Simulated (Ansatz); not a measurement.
Single points on Ge₂O₂.

```yaml
crystal:
  periodic: [false, false, false]
  atoms:
    - {symbol: Ge, position_ang: [0.123231, 1.288653, -0.402547]}
    - {symbol: Ge, position_ang: [-0.123673, -1.288415, 0.403183]}
    - {symbol: O, position_ang: [1.055963, 0.114522, 0.689878]}
    - {symbol: O, position_ang: [-1.055530, -0.114759, -0.690503]}
basis:
  gaussian: {orbitals: def2-SVP, initial_orbitals: start.molden}
hamiltonian: {xc: pbe, dispersion: d4}
scf: {omitted_lower_state_checks: [starts]}
output: {orbitals: {seedname: orbitals}}
```

The file start.molden holds the orbitals of an earlier run on this structure, at another level or in another basis.

```sh
$ ansatz run in.yaml --threads 4 --pin off --events-out ev --progress --plain --max-ram 3916MiB
```

Shortened log:

```
Functional definition: PBE
988 factors; their error is unknown
mean field evaluation 1: about -117093.7035 eV, gradient 1.3e1 eV
mean field evaluation 2: about -117094.0543 eV, gradient 2.7e-1 eV
mean field evaluation 4: about -117093.9827 eV, gradient 6.5e-2 eV
mean field -117093.98273017 eV, -4303.1244961816 hartree, gradient 2.5e-5 eV, S^2 0.000000; 0 other end points of the search recorded, 0 dependent functions left out
reference -117093.98275895 eV, -4303.1244972392 hartree; 40, 40 occupied and 52, 52 virtual orbitals, 988 factors
Total energy: -117094.11455116 eV, -4303.1293405135 hartree
Checks for a lower state left out: starts
```

Run time 0.6 s (4 threads of Arm Neoverse V2 on a shared host).

Geometry: PBE-D4/def2-SVP.

The structure comes from a short search, and lower isomers may exist.
